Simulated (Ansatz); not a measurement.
BeF₂, SMILES [F][Be][F].

Geometry: r2SCAN-D4/def2-TZVP. The isomer is the one that the SMILES or the coordinates give; other isomers of the formula were not compared.

Two levels are set side by side: PBE/def2-TZVPD (Ansatz, a program for electronic structure) and CAM-B3LYP/def2-TZVPD (Ansatz). Energy differences of separate SCF runs at the same geometry; the states with an electron removed or added have multiplicity 2 and 2. Differences are taken from unrounded values.

```json
[
 {"quantity": "vertical ionisation energy (eV)", "CAM-B3LYP": "15.17"},
 {"quantity": "vertical singlet–triplet gap (eV)", "CAM-B3LYP": "9.59"}
]
```

Task: What does PBE give, and how far is it from CAM-B3LYP? (The exact figures need the calculation; the answer reports its results.)

Result: 
| quantity | PBE | PBE minus CAM-B3LYP |
|---|---|---|
| vertical ionisation energy (eV) | 14.27 | -0.90 |
| vertical singlet–triplet gap (eV) | 8.60 | -0.99 |
